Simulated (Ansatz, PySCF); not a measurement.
Sn(H)(F)2(vinyl) (C₂H₄F₂Sn), SMILES [CH]([SnH]([F])[F])=C.

The structure is a stationary point at PBE0-D3(BJ)/def2-SVP. The structure was generated by enumeration; whether it is a known compound was not checked. The def2 effective core potentials stand for the cores of Sn; spin–orbit coupling is left out. One conformer was computed; it need not be the lowest.

Vertical ionisation energy (IE) and electron affinity (EA) in eV. Rows of orbital energies are one-electron estimates. Where ΔSCF, EOM or ADC give a negative EA the extra electron is unbound and the value depends on the basis.

| level | IE | EA |
|---|---|---|
| −ε(HOMO), −ε(LUMO), M06-2X/def2-TZVP (PySCF) | 10.25 | 0.59 |
| −ε(HOMO), −ε(LUMO), PBE/def2-TZVP (PySCF) | 7.75 | 2.38 |
| ΔSCF, PBE0/def2-SVPD (Ansatz), final states of multiplicity 2 and 2 | 11.19 | -0.33 |
| ΔSCF, PBE/def2-SVPD (Ansatz), final states of multiplicity 2 and 2 | 10.73 | -0.24 |

**Question.** What vertical singlet–triplet gap does ΔSCF give with PBE0/def2-SVPD (Ansatz, a quantum-chemistry and plane-wave program) and with PBE/def2-SVPD (Ansatz)? (The exact figures need the calculation; the answer reports its results.)

**Answer.** 4.21 and 4.39 eV (triplet above singlet where positive).
